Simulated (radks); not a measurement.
Tc XXV, configuration [Ne] 3s2 3p5 3d1 4d1 (not the ground configuration). All-electron calculation, Dirac Kohn-Sham, PBE, spin-unpolarised, spherical densities, finite nucleus; open shells fill j = l - 1/2 first; Fermi nuclear charge, rms radius 4.4112 fm. Program: a radial shooting solver on a logarithmic mesh with Libxc functionals.

Normalised radial functions P(r) = r R(r) (large component), r in bohr:

```
   r/bohr * 3p3/2 (the largest magnitude, 1.83, reaches the edge; | marks zero)
 0.001319                             *
 0.001676                             *
 0.002131                             *
 0.002731                             *
 0.003472                             *
 0.004413                             *
  0.00561                             *
 0.007132                             |*
 0.009067                             |*
  0.01162                             | *
  0.01477                             |  *
  0.01878                             |   *
  0.02387                             |    *
  0.03035                             |       *
  0.03858                             |         *
  0.04904                             |            *
  0.06284                             |              *
  0.07989                             |               *
   0.1016                             |             *
   0.1291                             |       *
   0.1641                            *|
   0.2086                *            |
   0.2674      *                      |
   0.3399  *                          |
   0.4321     *                       |
   0.5493              *              |
   0.6983                      *      |
   0.8877                           * |
    1.138                             *
    1.446                             *
    1.838                             *
    2.337                             *
```

3p3/2: eigenvalue -1282.7 eV, 1 radial node at r = 0.160 bohr, <r> = 0.370 bohr, 90 % of the charge inside 0.549 bohr.
